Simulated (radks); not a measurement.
Task: These are the eigenvalues of the occupied orbitals of an atom or ion with whole-number occupations (hartree). All-electron calculation, scalar-relativistic Kohn-Sham, revPBE, spin-polarised, spherical densities, point nucleus. Program: a radial shooting solver on a logarithmic mesh with Libxc functionals.

orbital  eigenvalue
1s up     -1717.395
1s down   -1717.395
2s up     -282.2550
2s down   -282.2543
2p up     -251.9499
2p down   -251.9494
3s up     -63.43283
3s down   -63.37768
3p up     -53.96216
3p down   -53.90724
3d up     -41.14448
3d down   -41.10235
4s up     -14.20882
4s down   -14.07407
4p up     -11.08371
4p down   -10.94951
4d up      -6.69723
4d down    -6.56388
5s up      -3.22880
5s down    -3.16107
5p up      -2.40616
5p down    -2.35618
4f up      -1.95425

Which element is it, and in what charge state? The configuration may be excited. Open shells, if any, are filled with parallel spins first.

Result: Z = 62, samarium, charge +4: Sm4+ in [Xe] 4f4. The list shows which subshells hold electrons but not how many an open one holds; the 1s level, -1717.4 hartree, gives Z - s = 58.6 by -(Z - s)^2/2, which with screening and relativity narrows Z to a few neighbours, and the depths of the outer levels then fix element, charge and occupations together.
